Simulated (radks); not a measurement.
Values are calculated unless marked as measured or tabulated.
Spherical jellium clusters: N electrons in a uniform positive sphere of charge N and radius rs N^(1/3), rs = 2.24 bohr. Level of theory: non-relativistic Kohn-Sham, LDA (Slater exchange, Perdew-Wang correlation), spin-polarised, spherical densities (a radial shooting solver with Libxc functionals). Levels are named by radial order and angular momentum (1s, 1p, 1d, 2s, ...), and open shells are averaged over m. At N = 14 the configuration is 1s2 1p6 1d(up 5, down 0) 2s(up 1, down 0). The background grows by one charge. Does electron 15 go into 1d down or 2p up or 2s down?

Answer. Into 1d down. The total energies of the other choices lie higher by 0.617 eV (2s down), 2.47 eV (2p up).
